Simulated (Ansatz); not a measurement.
Ansatz (a quantum-chemistry and plane-wave program) input:

Ansatz 0.2 input:
```yaml
crystal:
  periodic: [false, false, false]
  atoms:
    - {symbol: Cu, position_ang: [-0.00000000, -0.00000000, -0.82799153]}
    - {symbol: C, position_ang: [0.00000000, 0.00000000, 1.07847032]}
    - {symbol: O, position_ang: [0.00000000, 0.00000000, 2.19261656]}
basis:
  gaussian:
    orbitals: def2-TZVP
hamiltonian:
  xc: {name: PBE}
total_charge: 1
relax: {f_tol: 0.003, max_steps: 100}
```

Task: Predict the final energy.

Result: -1753.25465 Eh (PBE/def2-TZVP). The basis has 107 functions.
